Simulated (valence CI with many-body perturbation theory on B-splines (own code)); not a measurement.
# Questions on Te12+

Calculated by configuration interaction combined with many-body perturbation theory (CI+MBPT): four valence electrons over a frozen Dirac-Fock core [Kr], radial functions for each j: 7 s, 7 p, 8 d, 6 f, 4 g, 1 h, with the one-electron correlation potential Σ1 (screened to all orders), the two-electron term Σ2, the three-electron term Σ3, Breit, model QED; selected single and double excitations, second order for the rest, scaled by the run's own slope (own B-spline code, finite nucleus).

No measured levels were compared; by estimate terms of the open shell hold to 2 to 4 % of their energy, and close levels can change places. Excitations out of the core, of the other parity, are not computed and may begin above about 57.5 eV (a cautious bound); beyond it only levels of the ground parity were kept, without lifetimes.

Names give the largest LS component (configuration and term), which can be under half, so a name can repeat, a term be missing and a line seem to break the LS rules; names also repeat where a configuration has a term twice.

Rates and lifetimes use the calculated energies. Strong lines usually hold to 10 to 20 %, long lifetimes can be off by a factor of two.

(1) What is the ground level?

(2) What is the ionisation energy?

(3) How well does LS coupling describe the low levels?

(4) How is the term ⁵D of the ground level split?

Results:

(1) 4d⁴ ⁵D_0, composition 76 % 4d⁴ ⁵D + 22 % 4d⁴ ³P.

(2) 272.82 eV; NIST lists 272 ± 3 eV (theoretical).

(3) Among the lowest 20 levels the leading LS term, summed over configurations, holds 70 % on average. For single configurations the figures are 69 % in LS and 64 % in jj coupling. Terms mix most in the J = 4 level at 52133 cm⁻¹, where the leading one holds 36 %.

(4) J = 0 at 0, J = 1 at 4958, J = 2 at 10051, J = 3 at 14601, J = 4 at 18436 cm⁻¹.
